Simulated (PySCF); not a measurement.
Gas-phase reaction: 3 BF(OH)2 + BH ⇌ BF3 + (HBO2)3 + 2 H2

Method: PySCF energies (xtb for GFN2) plus ideal-gas RRHO corrections (1 bar). † marks an energy on the PBE0/def2-TZVP geometry and frequencies; other levels use their own. MP2 and CCSD(T) freeze the core. 6-31G* has spherical d functions here. All species are closed-shell singlets. BF(OH)2: computed as isolated molecules; such fragments, hydroxides, amides, oligomers or adducts are transient or little studied in the gas. MP2 isn't extrapolated to the basis-set limit. CCSD(T) isn't extrapolated to the basis-set limit.

```csv
level,"ΔH°(298 K), kJ"
CCSD(T)/def2-SVP†,___
GFN2-xTB,-672
HF/6-31G*,-701
HF/def2-TZVP†,-649
MP2/def2-SVP†,-736
MP2/def2-TZVPP†,-701
PBE/def2-TZVP†,___
PBE0/def2-SVP†,-731
PBE0/def2-TZVP,___
LDA/def2-TZVP†,___
ωB97X-V/def2-TZVP†,-695
```

Task: Complete the blanks.

Result: 
- CCSD(T)/def2-SVP†, ΔH°(298 K), kJ: -695
- PBE/def2-TZVP†, ΔH°(298 K), kJ: -695
- PBE0/def2-TZVP, ΔH°(298 K), kJ: -697
- LDA/def2-TZVP†, ΔH°(298 K), kJ: -758
